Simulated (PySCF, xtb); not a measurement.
Si(CCH)(OH)3 (C2H4O3Si), SMILES O[Si](O)(O)C#C. Other conformers were not sampled.

Harmonic wavenumbers (cm⁻¹) from GFN2-xTB (xtb) at its own minimum, in rising order: 119, 119, 205, 206, 272, 289, 289, 305, 336, 336, 633, 682, 682, 821, 830, 831, 846, 954, 954, 2224, 3357, 3710, 3710, 3711.

**Question.** What does PBE-D3(BJ)/def2-SVP in PySCF 2.14.0 give at its own minimum? (An estimate is asked for; the answer gives what the named calculation found.)

**Answer.** 75, 75, 156, 156, 262, 300, 300, 340, 381, 381, 595, 697, 697, 787, 787, 799, 818, 961, 961, 2083, 3388, 3771, 3771, 3772. Paired by order, the mean absolute difference is 38 cm⁻¹ and the zero-point energies are 37.8 and 37.6 kcal/mol.
